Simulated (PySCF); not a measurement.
C4H7O2, SMILES [CH]1COCCO1, multiplicity 2. Atoms are numbered in the order given.

```xyz
13

C      0.5831     1.2721     0.1040
C      1.4006     0.0474    -0.1710
O      0.6330    -0.9945    -0.7480
C     -0.5244    -1.2433     0.0187
C     -1.3909     0.0047     0.0839
O     -0.6632     1.1049     0.6275
H      1.0676     2.1866     0.4586
H      1.8660    -0.3297     0.7749
H      2.2237     0.2822    -0.8636
H     -1.0741    -2.0664    -0.4631
H     -0.2510    -1.5621     1.0469
H     -1.7330     0.2667    -0.9338
H     -2.2678    -0.1459     0.7307
```
Charge 0, spin multiplicity 2.

Geometry optimised at B3LYP-D3(BJ)/def2-SVP. The isomer is the one that the SMILES or the coordinates give; other isomers of the formula were not compared. The values are those of a single conformer.

The numbers are results of PBE/def2-TZVP (PySCF), not measurements.

ESP charges are fitted to the potential on shells at 1.4 to 2.0 van der Waals radii. Atomic charges (e):

```json
[
 {"atom": "C1", "ESP fit": "-0.21", "meta-Löwdin": "-0.04", "Löwdin": "-0.31", "Mulliken spin": "0.84"},
 {"atom": "C2", "ESP fit": "0.14", "meta-Löwdin": "-0.04", "Löwdin": "-0.36", "Mulliken spin": "-0.04"},
 {"atom": "O3", "ESP fit": "-0.34", "meta-Löwdin": "-0.37", "Löwdin": "0.19", "Mulliken spin": "0.00"},
 {"atom": "C4", "ESP fit": "0.03", "meta-Löwdin": "-0.03", "Löwdin": "-0.35", "Mulliken spin": "-0.01"},
 {"atom": "C5", "ESP fit": "0.03", "meta-Löwdin": "-0.03", "Löwdin": "-0.32", "Mulliken spin": "0.00"},
 {"atom": "O6", "ESP fit": "-0.19", "meta-Löwdin": "-0.29", "Löwdin": "0.25", "Mulliken spin": "0.12"},
 {"atom": "H7", "ESP fit": "0.14", "meta-Löwdin": "0.12", "Löwdin": "0.12", "Mulliken spin": "-0.03"},
 {"atom": "H8", "ESP fit": "0.04", "meta-Löwdin": "0.09", "Löwdin": "0.12", "Mulliken spin": "0.07"},
 {"atom": "H9", "ESP fit": "0.07", "meta-Löwdin": "0.14", "Löwdin": "0.14", "Mulliken spin": "0.01"},
 {"atom": "H10", "ESP fit": "0.08", "meta-Löwdin": "0.13", "Löwdin": "0.14", "Mulliken spin": "0.00"},
 {"atom": "H11", "ESP fit": "0.07", "meta-Löwdin": "0.09", "Löwdin": "0.12", "Mulliken spin": "0.01"},
 {"atom": "H12", "ESP fit": "0.08", "meta-Löwdin": "0.11", "Löwdin": "0.13", "Mulliken spin": "0.03"},
 {"atom": "H13", "ESP fit": "0.06", "meta-Löwdin": "0.13", "Löwdin": "0.13", "Mulliken spin": "0.00"}
]
```

Computed Mayer and Wiberg (Löwdin basis) orders of the bonds:
| bond | Mayer | Wiberg |
|---|---|---|
| C1–C2 | 1.03 | 1.37 |
| C2–O3 | 1.02 | 1.47 |
| O3–C4 | 1.05 | 1.49 |
| C4–C5 | 1.03 | 1.26 |
| C1–O6 | 1.18 | 1.72 |
| C5–O6 | 0.98 | 1.41 |
| C1–H7 | 0.95 | 0.89 |
| C2–H8 | 0.91 | 0.85 |
| C2–H9 | 0.94 | 0.86 |
| C4–H10 | 0.94 | 0.87 |
| C4–H11 | 0.94 | 0.86 |
| C5–H12 | 0.93 | 0.87 |
| C5–H13 | 0.94 | 0.87 |
